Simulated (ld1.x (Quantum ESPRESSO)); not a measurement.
## Cutoff test, dysprosium, TM

Dy, norm-conserving Troullier–Martins (Kleinman–Bylander form), made with ld1.x (Quantum ESPRESSO) 7.5 (PBEsol, scalar-relativistic). Core [Kr] 4d10 5s2, reference 4f10 5p6 5d0 6s1 6p1. Waves: 5p (bound): rc 1.94 bohr; 5d (bound, empty): rc 3.80 bohr; 4f (bound): rc 1.48 bohr; 6s (bound): rc 2.78 bohr. Local part: the s channel. Core correction: none.

Occupied shells without a wave of their own: 6p. They enter only through the test configuration that unscreens the potential.

The pseudo-atom Hamiltonian at the reference potential is diagonalised in spherical Bessel functions j_l(qr) that vanish at 20 bohr, with q² up to the cutoff. All-electron valence levels (Ry): 5p -1.9737, 6p -0.1315, 5d -0.1632, 4f -0.3373, 6s -0.3347.

Task: How do the lowest levels (Ry) of each channel move with the cutoff, and are there ghosts?

Result:

```json
{"cutoff (Ry)": "8", "p #1": "-1.8405", "p #2": "-0.1115", "p #3": "0.0321", "d #1": "-0.1378", "d #2": "0.0309", "f #1": "0.0756", "s #1": "-0.3330", "s #2": "-0.0231", "Σ f·Δε (mRy)": "4930.9"}
{"cutoff (Ry)": "18", "p #1": "-1.9594", "p #2": "-0.1126", "p #3": "0.0318", "d #1": "-0.1631", "d #2": "0.0282", "f #1": "0.0756", "s #1": "-0.3345", "s #2": "-0.0234", "Σ f·Δε (mRy)": "4214.5"}
{"cutoff (Ry)": "35", "p #1": "-1.9732", "p #2": "-0.1127", "p #3": "0.0318", "d #1": "-0.1632", "d #2": "0.0282", "f #1": "0.0756", "s #1": "-0.3347", "s #2": "-0.0234", "Σ f·Δε (mRy)": "4131.4"}
{"cutoff (Ry)": "55", "p #1": "-1.9735", "p #2": "-0.1127", "p #3": "0.0317", "d #1": "-0.1632", "d #2": "0.0282", "f #1": "0.0756", "s #1": "-0.3347", "s #2": "-0.0234", "Σ f·Δε (mRy)": "4129.5"}
{"cutoff (Ry)": "90", "p #1": "-1.9737", "p #2": "-0.1127", "p #3": "0.0317", "d #1": "-0.1632", "d #2": "0.0282", "f #1": "0.0755", "s #1": "-0.3347", "s #2": "-0.0234", "Σ f·Δε (mRy)": "4128.3"}
{"cutoff (Ry)": "140", "p #1": "-1.9737", "p #2": "-0.1127", "p #3": "0.0317", "d #1": "-0.1632", "d #2": "0.0282", "f #1": "-0.2730", "s #1": "-0.3347", "s #2": "-0.0234", "Σ f·Δε (mRy)": "643.5"}
{"cutoff (Ry)": "230", "p #1": "-1.9737", "p #2": "-0.1127", "p #3": "0.0317", "d #1": "-0.1632", "d #2": "0.0282", "f #1": "-0.3368", "s #1": "-0.3347", "s #2": "-0.0234", "Σ f·Δε (mRy)": "4.8"}
{"cutoff (Ry)": "400", "p #1": "-1.9737", "p #2": "-0.1127", "p #3": "0.0317", "d #1": "-0.1632", "d #2": "0.0282", "f #1": "-0.3373", "s #1": "-0.3347", "s #2": "-0.0234", "Σ f·Δε (mRy)": "0.0"}
```

Result: no extra level below or beside the all-electron valence levels (p, d, f, s tested); 10 mRy is reached at 200 Ry and 1 mRy at 300 Ry.

Its largest configuration-test error is +648 meV.
